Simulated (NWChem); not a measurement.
Species: ZnH$_{2}$SO; SMILES [OH][Zn][SH]

Computed with NWChem. Each level has its own optimisation; frequencies are unscaled. One conformer.

```
level          r O–Zn (Å)  r S–Zn (Å)  r H–O (Å)  r H–S (Å)  highest harmonic frequency (cm⁻¹)  lowest (cm⁻¹)  zero-point energy (kcal/mol)  dipole (D)
-------------  ----------  ----------  ---------  ---------  ---------------------------------  -------------  ----------------------------  ----------
BLYP/def2-SVP       1.796       2.194      0.978      1.367                               3667            112                          12.9        1.63
B3LYP/3-21G         1.691       2.222      0.982      1.373                               3642             83                          12.9        3.51
PBE0/def2-SVP       1.772       2.168      0.962      1.353                               3917            119                          13.5        1.71
```
